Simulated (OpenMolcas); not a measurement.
Nd3+ among 8 point charges of -1 e arranged as a cube (Oh), 2.35 Å from the ion.

- Program: OpenMolcas 26.06
- Method: CASSCF
- Basis: ANO-RCC-VDZP [7s6p4d2f1g]
- Scalar Hamiltonian: DKH2, point nucleus
- Active space: 3 electrons in 7 orbitals (4f)
- State averaging: 2S+1 = 4 odd, 35 roots; 2S+1 = 2 odd, 89 roots kept (CI in the orbitals of an earlier block)
- Spin-orbit coupling: state interaction with AMFI integrals over the reference wave functions

Task: What is the spin-free ground state (labels of O, the rotations of Oh)?

Result: 4A1, 1-fold in its orbital part, 100 % from free-ion I terms; it has the highest spin that f3 allows.

Task: Where is the first state of the same spin?

Result: 4T1 at 27.4 cm-1 above the ground state.

Task: What are the lowest two levels with spin-orbit coupling?

Result: A 4-fold level Γ8, then a 4-fold level Γ8 62.1 cm-1 above it. Their leading multiplicities are 4 (98 %) and 4 (98 %).

Task: What is χT at 300 K, and how does it compare with the textbook value?

Result: Hund's rules give f3 the level 4I9/2 with g = 0.727, so an isolated free-ion multiplet has χT = g² J(J+1) / 8 = 1.636 cm3 K/mol. The computed 1.687 at 300 K differs by +3 %, through the field's splitting, the mixing of terms and any other multiplet in reach.

High states are left out of the spin-orbit mixing, which shifts the levels that they would mix with. Point charges carry no covalency, so the field is a model and not that of real ligands. The first state left out of the spin-orbit step lies near 49000 cm-1 above the lowest spin-free state of the reference (among the parities and spins computed), and the lists stop at four fifths of that energy or lower. No measured value stands beside these numbers.
